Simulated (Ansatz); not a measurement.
Z-matrix (Å, degrees):
```
C
C 1 1.520
H 1 1.093 2 111.5
H 1 1.092 2 111.4 3 120.2
H 1 1.094 2 111.0 3 -119.8
C 2 1.518 1 113.6 3 61.4
H 2 1.095 1 109.1 3 -176.2
H 2 1.098 1 109.6 3 -60.3
C 6 1.531 2 114.9 1 178.0
C 6 1.534 2 114.3 1 -62.6
H 6 1.101 2 108.3 1 58.5
C 9 1.525 6 102.5 2 166.1
C 9 1.515 6 115.0 2 -69.5
H 9 1.100 6 107.5 2 52.0
C 10 1.543 6 106.1 2 -153.4
H 10 1.092 6 112.3 2 83.4
H 10 1.095 6 109.1 2 -34.4
H 12 1.093 9 113.0 6 -162.4
H 12 1.096 9 108.5 6 79.3
H 13 1.093 9 111.3 6 -177.6
H 13 1.093 9 111.9 6 62.2
H 13 1.095 9 110.5 6 -58.0
H 15 1.093 10 110.4 6 123.6
H 15 1.092 10 112.1 6 -117.8
```

The species carries charge 0 and has multiplicity 1.

(1) List the B3LYP/def2-TZVPP orbital energies in eV (Ansatz). (Estimate.)

Results:

(1) Computed: Occupied: -276.58, -276.53, -276.50, -276.44, -276.40, -276.39, -276.36, -276.35, -23.07, -20.98, -20.25, -18.88, -17.82, -16.55, -15.22, -15.00, -12.87, -12.67, -12.06, -11.72, -11.56, -10.98, -10.61, -10.18, -9.95, -9.31, -9.08, -8.96, -8.59, -8.51, -8.42, -8.23. Lowest empty: 0.90, 1.25, 1.37, 1.39, 2.29, 2.46, 2.57, 2.70.

B3LYP here is the variant with VWN-RPA as its local correlation; programs differ in this.
